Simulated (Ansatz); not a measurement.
`OB([SiH3])O[SiH3]` + `[OH][GeH]([F])[SH]` → `[OH][GeH]([F])[S][SiH3]` + `OB(O)[SiH3]`  (ligand exchange at the Si–O bond)

Gas-phase electronic energies from Ansatz, PBE0-D4/def2-TZVP geometries. CCSD(T)/CBS is the MP2 limit (def2-TZVPP, def2-QZVPP) plus CCSD(T) − MP2 in def2-TZVPP, frozen cores. DFT in def2-TZVPP. For Ge outer-core shells are correlated without core-valence functions, which leaves a few kJ/mol of doubt a bond. Scalar relativity is left out up to krypton. One conformer a species, not always the lowest.

`OB([SiH3])O[SiH3]`:

Cartesian coordinates in Å:
```
O 0.742 -0.590 -2.200
B 0.300 -0.244 -0.965
Si -1.452 0.793 -0.844
O 1.047 -0.606 0.120
Si 0.902 -0.407 1.752
H 1.575 -1.076 -2.164
H -1.238 2.108 -0.174
H -2.449 0.045 -0.027
H -2.033 1.039 -2.189
H 2.088 0.338 2.238
H 0.855 -1.747 2.383
H -0.338 0.348 2.069
```

`[OH][GeH]([F])[SH]`:

```xyz
7

O     1.106   -0.562   -0.972
Ge    0.042   -0.371    0.413
F     1.004   -0.026    1.811
S    -1.228    1.422    0.253
H     1.529    0.260   -1.233
H    -0.657   -1.712    0.614
H    -1.796    0.988   -0.886
```

`[OH][GeH]([F])[S][SiH3]`:

Cartesian coordinates in Å:
```
O 1.323 0.826 -0.704
Ge -0.363 1.344 -0.650
F -1.034 0.753 -2.141
S -1.309 0.390 1.071
Si -0.093 -1.387 1.139
H 1.602 0.609 -1.598
H -0.550 2.862 -0.660
H 0.034 -1.991 -0.208
H -0.850 -2.296 2.034
H 1.241 -1.109 1.716
```

`OB(O)[SiH3]`:

Cartesian coordinates in Å:
```
O 1.427 0.483 -0.846
B 0.349 0.467 -0.012
O 0.008 1.495 0.816
Si -0.841 -1.182 0.010
H 1.960 1.284 -0.827
H 0.582 2.268 0.788
H -0.327 -2.247 -0.891
H -0.936 -1.738 1.388
H -2.221 -0.828 -0.426
```

CCSD(T)/CBS gives +8.8 kcal/mol.

Task: Another level gave +10.2 kcal/mol. Which?
A. PBE/def2-TZVPP
B. r2SCAN/def2-TZVPP
C. HF/def2-TZVPP
D. SCS-MP2/def2-TZVPP

Result: D. SCS-MP2/def2-TZVPP 10.2, r2SCAN 8.4, PBE 6.4, HF/def2-TZVPP 13.0 kcal/mol.

Largest T1 diagnostic among the species: 0.014.

In def2-TZVPP, CCSD(T) changes the Hartree–Fock value by −3.4 kcal/mol (the triples alone add −0.7 kcal/mol) and MP2 by −4.1 kcal/mol.
